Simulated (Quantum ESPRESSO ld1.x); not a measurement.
Q: The table gives one normalised radial function P(r) = r R(r) of Co+ in [Ar] 3d8 (r in bohr). Calculated with ld1.x of Quantum ESPRESSO 7.5: scalar-relativistic Kohn-Sham, LDA (Slater exchange, Perdew-Wang correlation), spin-polarised, spherical densities, point nucleus; open shells are filled with parallel spins first.

r,P
0.001859,0.0606
0.002113,0.0682
0.002382,0.0761
0.002707,0.0855
0.003052,0.0953
0.003469,0.1068
0.003911,0.1186
0.004446,0.1325
0.005012,0.1467
0.005697,0.1631
0.006423,0.1797
0.0073,0.1987
0.008231,0.2175
0.009355,0.2387
0.01063,0.2606
0.01199,0.2816
0.01363,0.3038
0.01536,0.3241
0.01746,0.3442
0.01969,0.3606
0.02237,0.3745
0.02523,0.3826
0.02867,0.3843
0.03233,0.3778
0.03674,0.3600
0.04143,0.3314
0.04708,0.2863
0.05351,0.2246
0.06034,0.1508
0.06857,0.0553
0.07732,-0.0484
0.08788,-0.1708
0.09908,-0.2912
0.1126,-0.4179
0.127,-0.5254
0.1443,-0.6160
0.1627,-0.6661
0.1849,-0.6697
0.2102,-0.6109
0.237,-0.4936
0.2693,-0.3028
0.3037,-0.0703
0.3451,0.2173
0.3891,0.5007
0.4423,0.7874
0.4987,1.0133
0.5668,1.1820
0.639,1.2573
0.7263,1.2458
0.8189,1.1584
0.9307,1.0043
1.058,0.8149
1.193,0.6302
1.355,0.4478
1.528,0.3040
1.737,0.1862
1.958,0.1087
2.226,0.0558
2.51,0.0271
2.852,0.0112
3.216,0.0043
3.655,0.0013
4.121,0.0004
4.684,0.0001

Which n and l does it have? It may be an empty orbital.

A: n = 3, l = 0: the number of nodes gives n - l - 1 = 2, the rise at small r (about r^(l+1)) gives l, and the extent must fit the shell. The curve is that of 3s up; the table hardly tells the two spins apart. 3s up: eigenvalue -106.05 eV, 2 radial nodes at r = 0.0732, 0.314 bohr, <r> = 0.779 bohr, 90 % of the charge inside 1.17 bohr.
